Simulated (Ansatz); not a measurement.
Cartesian coordinates (Å):
```xyz
6

C      0.6277     0.0766    -0.0290
N     -0.6296    -0.0768     0.0291
H      1.2173     0.0384     0.8824
H      1.1056     0.2449    -0.9898
H     -1.2118    -0.0469    -0.8048
H     -1.1093    -0.2363     0.9121
```
Charge +2, spin multiplicity 2.

Computed with frozen-core CCSD(T)/cc-pVTZ // PBE0-D3(BJ)/def2-TZVP (Ansatz, a quantum-chemistry and plane-wave program). The geometry is that of the parent before the electron was removed.

The HF energy is -93.71346 Ha and the MP2 correlation energy is -0.28283 Ha.

Q: Estimate the CCSD correlation energy, the (T) correction, the total energy and the T1 diagnostic.

A: 
The CCSD correlation energy comes out as -0.31409 Ha and the (T) correction is -0.00832 Ha. The CCSD(T) total energy is -94.03587 Ha. The T1 diagnostic is 0.011.
